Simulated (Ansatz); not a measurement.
Reaction (formal exchange of groups at a C–O bond): `CO[CH2][GeH3]` + `C[SiH](Cl)Cl` → `Cl[SiH](Cl)C[CH2][GeH3]` + CH₃OH

Isolated molecules relaxed with PBE0-D4/def2-TZVP in Ansatz; ΔE leaves out vibrations. CBS: MP2 limit from def2 TZ/QZ plus the TZ coupled-cluster correction, frozen cores. This one scheme is used for every species. DFT in def2-TZVPP. For Ge outer-core shells are correlated without core-valence functions, which leaves a few kJ/mol of doubt a bond. Scalar relativity is left out up to krypton. One conformer a species, not always the lowest.

(1) Is it downhill or uphill in electronic energy at CCSD(T)/CBS, and by how much? (Best estimate.)

(2) What do these levels give: revPBE-D4, r2SCAN0-D4, MP2/def2-SVP, CCSD(T)/def2-SVP, CCSD(T)/def2-TZVPP, HF/def2-QZVPP? (An estimate is asked.)

Largest T1 diagnostic among the species: 0.011.

Answers

(1) The calculation gave: Downhill: ΔE = -34.8 kJ/mol.

(2) The calculation gave: revPBE-D4 -30.2, r2SCAN0-D4 -28.7, MP2/def2-SVP -32.6, CCSD(T)/def2-SVP -27.0, CCSD(T)/def2-TZVPP -32.0, HF/def2-QZVPP -13.6 kJ/mol.

In def2-TZVPP, CCSD(T) changes the Hartree–Fock value by −17.8 kJ/mol (the triples alone add −1.6 kJ/mol) and MP2 by −23.4 kJ/mol. From r2SCAN to r2SCAN0 (25 % exact exchange), in def2-TZVPP and without D4, ΔE moves by −3.2 kJ/mol.
